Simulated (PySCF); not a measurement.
C₂H₉GaO₂, singlet, PBE0/def2-SVP optimised geometry.

```
14

Ga    -1.81    -0.32     0.00
H     -2.02    -1.27    -1.24
H     -2.04     1.23     0.00
O     -1.94    -1.04     1.66
H     -2.05    -2.00     1.66
C      0.98    -0.12     1.25
O      0.34    -0.32     0.00
C      1.04     0.18    -1.12
H      1.16     0.96     1.43
H      0.29    -0.52     2.01
H      1.94    -0.66     1.27
H      2.04    -0.29    -1.18
H      1.16     1.27    -1.06
H      0.46    -0.08    -2.01
```

Density from PBE0/def2-TZVP run with PySCF at that geometry.

Minimum of the electron density along straight lines between bonded atoms, close to the bond critical point (lines longer than 1.1 times the sum of covalent radii, or with two minima, are not listed):

```tsv
bond	length / Å	ρ at the minimum / e bohr⁻³	∇²ρ there / e bohr⁻⁵	position (fraction from the first atom)
Ga1–H2	1.576	0.113	0.15	0.60
Ga1–H3	1.572	0.114	0.15	0.60
Ga1–O4	1.818	0.125	0.66	0.48
O4–H5	0.962	(withheld)	(withheld)	0.80
C6–O7	1.416	0.251	-0.42	0.34
O7–C8	1.409	0.258	(withheld)	0.66
C6–H9	1.104	0.277	-0.96	0.65
C6–H10	1.098	0.284	-1.02	0.66
C6–H11	1.103	0.277	-0.96	0.65
C8–H12	1.103	0.278	-0.96	0.65
C8–H13	1.104	0.277	-0.96	0.65
C8–H14	1.098	0.282	-1.00	0.65
```

Problem. Complete the blanks.

Solution. 
- O4–H5, ρ at the minimum / e bohr⁻³: 0.359
- O4–H5, ∇²ρ there / e bohr⁻⁵: -2.37
- O7–C8, ∇²ρ there / e bohr⁻⁵: -0.47
